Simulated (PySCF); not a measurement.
methane (CH4), SMILES C. Coordinates come from a PBE-D3(BJ)/def2-TZVPD optimisation.

TDDFT-M06-2X/def2-TZVPD in PySCF puts the lowest singlet excitations at 10.22, 10.22, 10.22, 12.26, 12.26, 12.26 eV and the lowest triplet (TDA) at 10.01 eV.

Q: What are the lowest singlet roots from EOM-CCSD/aug-cc-pVDZ (PySCF 2.14.0)? (The exact figures need the calculation; the answer reports its results.)

A: 10.47, 10.47, 10.47, 11.77, 11.77, 11.77 eV; triplets 10.05, 10.05, 10.05 eV. S1 differs by 0.25 eV (second minus first; roots are paired by order, and the bases may differ).
